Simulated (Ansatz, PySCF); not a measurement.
Spin states of H2Zr (SMILES [ZrH2]), each relaxed with B3LYP-D3(BJ)/def2-TZVP.
State 1 (charge 0, multiplicity 3):
```xyz
3

Zr     0.437     0.108     0.407
H      0.014    -1.618    -0.159
H     -0.485     1.557    -0.319
```
State 2 (charge 0, multiplicity 1):
| atom | x (Å) | y (Å) | z (Å) |
|---|---|---|---|
| Zr | 0.4292 | 0.1063 | 0.3995 |
| H | 0.0126 | -1.5794 | -0.1571 |
| H | -0.4749 | 1.5204 | -0.3128 |

```
level                                energy of the multiplicity-1 state less that of the multiplicity-3 state (kcal/mol)  cost
-----------------------------------  -----------------------------------------------------------------------------------  ----
SVWN5/def2-TZVPP                                                                                                    8.06  ×0.6
PBE/def2-TZVPP                                                                                                     13.29    ×1
PBE-D3(BJ)/def2-TZVPP                                                                                              13.29    ×1
PBE-D4/def2-TZVPP                                                                                                  13.28    ×1
BLYP/def2-TZVPP                                                                                                     9.80    ×1
BLYP-D3(BJ)/def2-TZVPP                                                                                              9.79    ×1
BLYP-D4/def2-TZVPP                                                                                                  9.76    ×1
r2SCAN/def2-TZVPP                                                                                                  21.29    ×2
r2SCAN-D3(BJ)/def2-TZVPP                                                                                           21.29    ×2
r2SCAN-D4/def2-TZVPP                                                                                               21.28    ×2
B97M-V/def2-TZVPP                                                                                                  16.08    ×3
r2SCANh/def2-TZVPP                                                                                                 21.31    ×1
B3LYP/def2-TZVPP                                                                                                   11.32  ×0.3
B3LYP-D3(BJ)/def2-TZVPP                                                                                            11.32  ×0.3
B3LYP-D4/def2-TZVPP                                                                                                11.30  ×0.3
PBE0/def2-TZVPP                                                                                                    15.70  ×0.4
PBE0-D3(BJ)/def2-TZVPP                                                                                             15.69  ×0.4
PBE0-D4/def2-TZVPP                                                                                                 15.68  ×0.4
BHLYP/def2-TZVPP                                                                                                   13.93  ×0.4
BHLYP-D3(BJ)/def2-TZVPP                                                                                            13.93  ×0.4
BHLYP-D4/def2-TZVPP                                                                                                13.92  ×0.4
CAM-B3LYP/def2-TZVPP                                                                                               11.59  ×0.5
CAM-B3LYP-D3(BJ)/def2-TZVPP                                                                                        11.58  ×0.5
CAM-B3LYP-D4/def2-TZVPP                                                                                            11.57  ×0.5
wB97X-V/def2-TZVPP                                                                                                 10.26    ×2
wB97M-V/def2-TZVPP                                                                                                  7.64    ×2
B2PLYP/def2-TZVPP                                                                                                   9.80    ×1
B2PLYP-D3(BJ)/def2-TZVPP                                                                                            9.80    ×1
B2PLYP-D4/def2-TZVPP                                                                                                9.79    ×1
CCSD/def2-SVP                                                                                                       6.52     -
CCSD/def2-TZVPP                                                                                                     7.92     -
CCSD/def2-QZVPP                                                                                                     8.52     -
CCSD(T)/def2-SVP                                                                                                    3.34  ×0.8
CCSD(T)/def2-TZVPP                                                                                                  3.99    ×3
CCSD(T)/def2-QZVPP                                                                                                  4.46   ×10
CCSD(T)/CBS(def2-TZVPP, def2-QZVPP)                                                                                 4.71   ×20
```

The rows run from 3.34 (CCSD(T)/def2-SVP) to 21.31 kcal/mol (r2SCANh/def2-TZVPP). From def2-SVP to def2-QZVPP CCSD(T) changes by 1.12. The dispersion term adds 0.00 in PBE-D3(BJ), -0.02 in PBE-D4, 0.00 in BLYP-D3(BJ). The 13 functionals in def2-TZVPP without D3 or D4 span 13.67, from wB97M-V to r2SCANh.

Singlets are restricted, other states unrestricted; no spin–orbit coupling, no relativity up to Kr; see below for the cores. The largest T1 diagnostic is 0.025.

Correlated levels freeze the inner cores; with def2 sets outer-core shells near the valence are correlated too. CBS: X⁻³ extrapolation of the correlation energy, Hartree–Fock from the larger set.

Doubts at one or more of the structures used: a restricted determinant that unrestricted orbitals would lower (B2PLYP/def2-TZVPP, B2PLYP-D3(BJ)/def2-TZVPP, B2PLYP-D4/def2-TZVPP, CCSD/def2-SVP, CCSD/def2-TZVPP, CCSD/def2-QZVPP, CCSD(T)/def2-SVP, CCSD(T)/def2-TZVPP, CCSD(T)/def2-QZVPP, CCSD(T)/CBS(def2-TZVPP, def2-QZVPP)).

The values were computed with Ansatz (an electronic-structure program) with Gaussian orbitals; PySCF for the dispersion terms. Each number belongs to the level named beside it. In def2 rows elements past Kr take small-core potentials, without spin–orbit coupling.

Costs are rough ratios of core time to PBE/def2-TZVPP (about 12 s over the structures, on one shared machine); a dash marks a level with no comparable run of its own.
